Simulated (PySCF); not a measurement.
# NiCl2: multiplets, ligand field and magnetism

NiCl2: Ni(II) (d8), charge 0. The structure is a PBE0-D3(BJ)/def2-TZVP geometry optimised for multiplicity 3; coordination linear, point group D∞h, metal–donor distances 2.06 Å.

```
3

Ni    0.0000    0.0000    0.0000
Cl    0.0000    0.0000    2.0591
Cl    0.0000    0.0000   -2.0591
```

Method (PySCF 2.14, density fitting): CASSCF(8,5) with orbitals averaged over all microstates of the shell, strongly contracted NEVPT2 on the averaged canonical orbitals; basis x2c-TZVPall on the metal, x2c-SVPall elsewhere; spin-free X2C; gas phase; spin-orbit coupling by state interaction with the mean-field operator over all roots.

Spin-free states:

```csv
2S+1,deg.,symmetry,free-ion term,CASSCF / cm⁻¹,NEVPT2 / cm⁻¹,f(ED)
3,1,3Σg-,3F 0.99,0,0,–
3,2,3Πg,3F 0.99,364,953,0
3,2,3Δg,3F 1.00,1368,3263,0
3,2,3Φg,3F 1.00,1929,3726,0
1,2,1Δg,1D 0.99,15586,14084,–
1,1,1Σg+,1D 0.88,16380,15184,–
1,2,1Πg,1D 0.92,16492,15222,–
3,2,3Πg,3P 0.99,18257,15987,0
1,1,1Σg+,1G 0.89,22518,20383,–
1,2,1Πg,1G 0.92,22704,20814,–
1,2,1Δg,1G 0.99,23983,22491,–
3,1,3Σg-,3P 0.99,23187,23574,0
1,2,1Φg,1G 1.00,26470,25938,–
1,2,1Γg,1G 1.00,29853,31649,–
1,1,1Σg+,1S 0.99,61064,53731,–
```

Energies are counted from the ground state at NEVPT2 level. Weights follow the labels. f(ED) is the electric-dipole oscillator strength from the ground state at the fixed geometry, without vibronic coupling; occupations, where given, run over the ligand-field orbitals from the lowest.

## Ligand-field fit

```csv
cm⁻¹,CASSCF
B,1234
"B, free ion",1318
C,4617
"C, free ion",4863
rms of the fit,190
```

```csv
orbital,CASSCF / cm⁻¹,metal share,main function
1,0,1.00,degenerate set
2,0,1.00,degenerate set
3,3343,0.96,degenerate set
4,3343,0.96,degenerate set
5,4706,0.90,z2 1.00
```

ζ = 637 cm⁻¹, against 660 for the free ion.

## Spin-orbit levels

| E / cm⁻¹ | deg. | make-up |
| --- | --- | --- |
| 0.0 | 1 | 0.75 3Σg- + 0.25 3Πg |
| 169.2 | 2 | 0.73 3Σg- + 0.26 3Πg |
| 1076.5 | 2 | 0.94 3Πg + 0.06 3Δg |
| 1867.0 | 2 | 0.69 3Πg + 0.26 3Σg- + 0.04 3Δg |
| 1921.9 | 1 | 1.00 3Πg |
| 2473.6 | 1 | 0.75 3Πg + 0.25 3Σg- |
| 3027.5 | 2 | 0.86 3Δg + 0.14 3Φg |
| 3373.1 | 2 | 1.00 3Φg |
| 3887.1 | 2 | 0.84 3Δg + 0.10 3Φg + 0.06 3Πg |
| 4584.9 | 2 | 0.86 3Φg + 0.14 3Δg |

Only the lowest levels are listed: 17 of 45 states.

Magnetism:

Degenerate or low-lying orbital states mix with the ground state, so no spin-only Hamiltonian applies. The lowest spin-orbit level is 1-fold; the next lies at 169.2 cm⁻¹. μeff is 4.76 μB at 300 K and 1.47 μB at 10 K; the spin-only value is 2.83 μB.

```json
{"T / K": "2", "χT / cm³ K mol⁻¹": "0.054", "μeff / μB": "0.66", "χT along axes a, b, c": "0.00 0.08 0.08"}
{"T / K": "5", "χT / cm³ K mol⁻¹": "0.134", "μeff / μB": "1.04", "χT along axes a, b, c": "0.00 0.20 0.20"}
{"T / K": "10", "χT / cm³ K mol⁻¹": "0.269", "μeff / μB": "1.47", "χT along axes a, b, c": "0.00 0.40 0.40"}
{"T / K": "20", "χT / cm³ K mol⁻¹": "0.538", "μeff / μB": "2.07", "χT along axes a, b, c": "0.00 0.81 0.81"}
{"T / K": "30", "χT / cm³ K mol⁻¹": "0.806", "μeff / μB": "2.54", "χT along axes a, b, c": "0.00 1.21 1.21"}
{"T / K": "50", "χT / cm³ K mol⁻¹": "1.321", "μeff / μB": "3.25", "χT along axes a, b, c": "0.02 1.97 1.97"}
{"T / K": "75", "χT / cm³ K mol⁻¹": "1.836", "μeff / μB": "3.83", "χT along axes a, b, c": "0.09 2.71 2.71"}
{"T / K": "100", "χT / cm³ K mol⁻¹": "2.174", "μeff / μB": "4.17", "χT along axes a, b, c": "0.17 3.17 3.17"}
{"T / K": "150", "χT / cm³ K mol⁻¹": "2.517", "μeff / μB": "4.49", "χT along axes a, b, c": "0.33 3.61 3.61"}
{"T / K": "200", "χT / cm³ K mol⁻¹": "2.674", "μeff / μB": "4.62", "χT along axes a, b, c": "0.43 3.80 3.80"}
{"T / K": "250", "χT / cm³ K mol⁻¹": "2.769", "μeff / μB": "4.71", "χT along axes a, b, c": "0.50 3.90 3.90"}
{"T / K": "300", "χT / cm³ K mol⁻¹": "2.838", "μeff / μB": "4.76", "χT along axes a, b, c": "0.56 3.98 3.98"}
```

Axes in the frame of the coordinates: a = (0.00, 0.00, 1.00); b = (-0.12, 0.99, 0.00); c = (-0.99, -0.12, 0.00).

Powder magnetisation at 2 K: 0.02 μB at 0.5 T, 0.05 μB at 1 T, 0.10 μB at 2 T, 0.14 μB at 3 T, 0.24 μB at 5 T, 0.34 μB at 7 T.

No frequencies were computed for the optimised geometry.

The job took 3.3 s on one thread of Arm Neoverse V1 (shared host), with 84 basis functions, launched as `OMP_NUM_THREADS=1 python lf_run.py task.json out`.
